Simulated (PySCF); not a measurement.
# Computed structure and properties of TlF

System: TlF (singlet); start: template (C∞v). Method: PySCF 2.14.0, RKS PBE0, Tl def2-SVP with ECP60, F def2-SVP; non-relativistic Hamiltonian with scalar-relativistic core potentials where named; density fitting; no spin-orbit coupling.

Input of the relaxation:

```python
mol = gto.M(atom='''
Tl     0.00000     0.00000    -0.18675
F      0.00000     0.00000     2.01485''',
    basis={'Tl': 'def2-SVP', 'F': 'def2-SVP'},
    ecp={'Tl': 'def2-SVP'},
    charge=0, spin=0)
mf = dft.RKS(mol, xc='PBE0')
mf.grids.atom_grid = (50, 194)
mf = mf.density_fit()  # fitting sets: Tl def2-universal-JKFIT, F def2-universal-JKFIT
mf.conv_tol = 1e-08; mf.max_cycle = 55
mf.kernel(dm0)  # dm0: converged density of the start geometry
# quasi-Newton relaxation in Cartesian coordinates to a largest gradient under 0.00045 Eh/bohr, steps kept in the point group
```

Run from Python with OMP_NUM_THREADS=2; the lines above give its settings. Where DIIS fails, smearing, a level shift and second-order steps follow.
It took 0.6 s on 2 threads of Arm Neoverse V2, with other jobs on the host, from the converged density of the start.

Course of the relaxation:

```json
{"step": "0", "energy above end (eV)": "0.0805", "largest force component within the symmetry (eV/Å)": "1.400"}
{"step": "1", "energy above end (eV)": "0.0000", "largest force component within the symmetry (eV/Å)": "0.000"}
```

Relaxed geometry (C∞v):

```xyz
2

Tl    0.0000    0.0000   -0.1332
F     0.0000    0.0000    1.9613
```

| contact | Å |
| --- | --- |
| Tl1–F2 (F) | 2.095 |

On the finer grid (75, 302):

```json
{"HOMO": "-7.59 eV", "LUMO": "-1.40 eV", "Dipole about the centre of mass": "3.66 D", "Set of Mulliken populations of Tl1 outside the core potential": "s 3.96, p 6.48, d 10.06", "D3(BJ) dispersion energy (not in the energies)": "-0.013 eV"}
```

```json
{"atom": "Tl1", "Mulliken (e)": "0.50", "Löwdin (e)": "0.39", "spin (e)": "0.00"}
{"atom": "F2", "Mulliken (e)": "-0.50", "Löwdin (e)": "-0.39", "spin (e)": "0.00"}
```

On the grid (50, 194), as all that follows. Harmonic modes: a minimum; lowest 506 cm⁻¹ (negative: unstable), highest 506 cm⁻¹, zero-point energy 0.031 eV.

Taking off one F (charge -1, singlet; the rest: singlet) in vacuum, both parts rigid, costs 9.03 eV; the small basis without counterpoise inflates it. Most of it is the attraction of opposite charges; other ways to part are cheaper, and one spin state was tried for the rest.

Rigid scan of F along the line from its metal, all other atoms held (where the atom bridges, its other bond changes as well):

distance to F2 (Å), energy (eV) and a bar:
```
     1.79      1.242 ###########
     1.89      0.460 ####
     1.99      0.096 #
     2.09      0.000 
     2.19      0.071 #
     2.29      0.248 ##
     2.49      0.749 #######
     2.79      1.574 ##############
     3.19      2.530 ######################
     3.69      3.423 ##############################
```

One start shape was tried, so this needn't be the lowest isomer.
